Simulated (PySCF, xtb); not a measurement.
B(F)2(NMe2) (C2H6BF2N), SMILES CN(B(F)F)C.

GFN2-xTB in xtb at its own geometry gives an orbital gap of 6.38 eV and a dipole moment of 3.68 D.

Geometry optimised at B3LYP-D3(BJ)/def2-SVP. The values are those of a single conformer.

### Question
What does PySCF with PBE/def2-TZVP give? (Estimate from the structure and the level; the computed values follow.)

### Answer
gap 6.04 eV (levels -5.99 and 0.04 eV), dipole 2.58 D.
